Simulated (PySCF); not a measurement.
# Telling isomers of C$_{5}$H$_{9}$FN$_{2}$Si apart by NMR

No relativistic terms, a single conformation, in vacuum, equivalent nuclei averaged. GFN2-xTB structure; PBE0/pcSseg-1 with gauge-including orbitals; PySCF 2.14.0 with density-fitted response routines.

Chemical shifts δ = σref − σ; $^{1}$H and $^{13}$C vs TMS, all at this level. Splittings of carbon signals by F and P are missing where no couplings were computed. Where no couplings were computed, multiplicities follow the n + 1 count of equivalent neighbours, and m marks all less simple cases (inequivalent or close neighbours, rings, F or P nearby). Shifts are as computed. Against solution values, carbons near 30 ppm lie about +3 ppm off and those near 130 ppm about +5 ppm. Of 1211 compounds with measured shifts, 218 miss one by over three times the rms of a fit or turn the order of signals round; such compounds aren't used in these exercises. OH and NH positions are gas-phase values without hydrogen bonding to other molecules.

(1) Tabulate the signals of `C[C@H](N[SiH3])/C(C#N)=C/F`, `N#C[C@]1(F)CCNC[SiH2]1`, `CCn1nc(F)cc1[SiH3]` and their relative energies.

(2) What is the quickest way to tell N#C[C@]1(F)CCNC[SiH2]1 from CCn1nc(F)cc1[SiH3]?

(3) What is the quickest way to tell C[C@H](N[SiH3])/C(C#N)=C/F from CCn1nc(F)cc1[SiH3]?

(4) What is the quickest way to tell C[C@H](N[SiH3])/C(C#N)=C/F from N#C[C@]1(F)CCNC[SiH2]1?

## Answers

(1) 
```tsv
SMILES	carbon types	δC	δH	E rel. (kcal/mol)
C[C@H](N[SiH3])/C(C#N)=C/F	2×C 2×CH 1×CH3	170.7, 118.9, 109.8, 55.0, 28.6	7.15 (m, 1H), 4.65 (s, 3H), 3.47 (q, 1H), 1.46 (d, 3H), -0.34 (br s, 1H)	10.5
N#C[C@]1(F)CCNC[SiH2]1	2×C 3×CH2	124.0, 82.3, 49.4, 44.3, 36.2	4.33 (m, 1H), 3.96 (m, 1H), 3.43 (m, 1H), 3.17 (m, 1H), 2.74 (m, 1H), 2.68 (m, 1H), 2.53 (m, 1H), 1.66 (m, 1H), -0.56 (br s, 1H)	9.3
CCn1nc(F)cc1[SiH3]	2×C 1×CH 1×CH2 1×CH3	173.5, 133.2, 107.0, 50.7, 19.5	6.09 (m, 1H), 4.48 (s, 3H), 4.13 (q, 2H), 1.42 (t, 3H)	0.0
```

Energies are electronic energies at PBE0/pcSseg-1 on these geometries, without zero-point or thermal terms, each for the one conformer computed, which needn't be the lowest.

(2) Both give the same number of carbon signals, but DEPT or the intensities differ. The first has a fully substituted sp3 carbon bonded to F and Si, α to a nitrile (C) at 82.3 ppm, the second an aromatic CH at 107.0 ppm. Their most deshielded carbons lie at 124.0 and 173.5 ppm. In the proton spectra the most deshielded non-exchanging signals are 4.33 (m, 1H) and 6.09 (m, 1H).

(3) Both give the same number of carbon signals, but DEPT or the intensities differ. The first has an alkene CH at 170.7 ppm, the second an sp3 CH2 bonded to N at 50.7 ppm. Their most deshielded carbons lie at 170.7 and 173.5 ppm. In the proton spectra the most deshielded non-exchanging signals are 7.15 (m, 1H) and 6.09 (m, 1H).

(4) Both give the same number of carbon signals, but DEPT or the intensities differ. The first has an alkene CH at 170.7 ppm, the second an sp3 CH2 bonded to N at 49.4 ppm. Their most deshielded carbons lie at 170.7 and 124.0 ppm. In the proton spectra the most deshielded non-exchanging signals are 7.15 (m, 1H) and 4.33 (m, 1H).
